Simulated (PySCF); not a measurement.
BeMe(CN), C2H3BeN.
Cartesian coordinates in Å at the PBE0-D3(BJ)/def2-SVP level; atoms count from 1:
```
atom  x, y, z in Å
Be1    0.0041    0.0091   -0.4864
C2    -0.0024   -0.0122    1.1759
H3     0.7668    0.6530    1.6070
H4     0.1910   -1.0224    1.5787
H5    -0.9723    0.3141    1.5918
C6     0.0045    0.0230   -2.1526
N7     0.0083    0.0355   -3.3144
```

A calculation gives these core lines: Be 1s: 121.69 eV; C 1s: 290.36 (area 1), 291.80 (area 1) eV; N 1s: 405.66 eV.

Computed, not measured: delta-SCF UKS SCAN, pcX-2 on the ionised atom, pcseg-1 elsewhere, spin-free X2C (PySCF 2.14.0). Geometry: PBE0-D3(BJ)/def2-SVP; no solvent, vibrations or thermal averaging.

Problem. Which carbon gives which C 1s line?

Solution. 290.36 eV: C2 (carbon bonded to Be and 3 H); 291.80 eV: C6 (carbon bonded to Be and N). The listed C 1s values span 1.44 eV, from C2 (bonded to 3 H and Be) to C6 (bonded to N and Be).

Bonded neighbours of each site: Be1: 2 C; C2: 3 H and Be; C6: N and Be; N7: C.

Problem. Express the binding energy of C 1s of C2 in atomic units and per mole.

Solution. 290.36 eV = 10.6705 Eh = 28015 kJ/mol.
